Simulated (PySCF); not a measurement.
Isomers of C10H8S, one GFN2-xTB conformer each. Single-point energies are computed at PBE0/pcSseg-1 (PySCF, gas phase, no added dispersion term), electronic only.

Question: Rank them by PBE0/pcSseg-1 energy, lowest first (kJ/mol).
A. `[cH:1]1[cH:2][cH:3][c:4](-[c:5]2[cH:6][cH:7][cH:8][s:9]2)[cH:10][cH:11]1` with C3–C4–C5–C6 180°
B. `[cH:1]1[cH:2][cH:3][c:4](-[c:5]2[cH:6][cH:7][s:8][cH:9]2)[cH:10][cH:11]1` with C3–C4–C5–C6 33°
C. `[CH2:1]=[CH:2][c:3]1[cH:4][cH:5][cH:6][c:7]2[cH:8][cH:9][s:10][c:11]12` with C1–C2–C3–C4 0°

Answer: A (0.0), B (0.3), C (27.1).

As drawn, the highest has a C=C bond outside aromatic rings, which the lowest lacks. Neighbours under 10 kJ/mol apart (c1ccc(-c2cccs2)cc1 and c1ccc(-c2ccsc2)cc1) can change places with a better method, another conformer or zero-point energy. GFN2-xTB itself gives, in the same order: 0.0, 5.4, 20.8. Both levels put the same isomer lowest; measured from each level's own lowest isomer, the values differ by up to 6.3 kJ/mol (C=Cc1cccc2ccsc12: 20.8 against 27.1).

Question: Which frontier levels, dipoles and rotational constants go with these structures?

Answer: 
| SMILES | HOMO (eV, PBE0/pcSseg-1) | LUMO (eV) | dipole (D) | A, B, C (MHz) |
| --- | --- | --- | --- | --- |
| c1ccc(-c2cccs2)cc1 | -6.21 | -1.31 | 0.55 | 2811, 617.0, 505.9 |
| c1ccc(-c2ccsc2)cc1 | -6.48 | -0.89 | 0.47 | 3206, 529.4, 465.0 |
| C=Cc1cccc2ccsc12 | -6.21 | -1.35 | 0.64 | 1533, 971.9, 594.8 |
